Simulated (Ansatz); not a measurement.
One change: `C=[C]([SiH3])[GaH2]` becomes `C=[C]([SiH3])[InH2]`.

Ansatz, PBE0-D4/def2-TZVP geometries, multiplicity 1. 

Elements past krypton have def2 core potentials. Scalar relativity is left out up to krypton.

```csv
property,`C=[C]([SiH3])[GaH2]`
LUMO energy (ωB97M-V/def2-TZVPP) / eV,-0.12
size of the dipole moment (PBE/def2-TZVPP) / D,0.84
size of the dipole moment (ωB97M-V/def2-TZVPP) / D,0.85
HOMO–LUMO gap (B3LYP/def2-TZVPP) / eV,5.33
HOMO energy (B3LYP/def2-TZVPP) / eV,-7.48
LUMO energy (PBE0/def2-TZVPP) / eV,-1.90
```

What does the change do to each property? (An estimate is asked.)

Computed: 
| property | `C=[C]([SiH3])[InH2]` | shift |
| --- | --- | --- |
| LUMO energy (ωB97M-V/def2-TZVPP) / eV | -0.35 | -0.23 |
| size of the dipole moment (PBE/def2-TZVPP) / D | 0.72 | -0.12 |
| size of the dipole moment (ωB97M-V/def2-TZVPP) / D | 0.75 | -0.10 |
| HOMO–LUMO gap (B3LYP/def2-TZVPP) / eV | 4.94 | -0.39 |
| HOMO energy (B3LYP/def2-TZVPP) / eV | -7.11 | 0.37 |
| LUMO energy (PBE0/def2-TZVPP) / eV | -1.90 | 0.00 |

Dipoles are sizes alone; their direction can turn.

B3LYP here is the variant with VWN-RPA as its local correlation; programs differ in this.
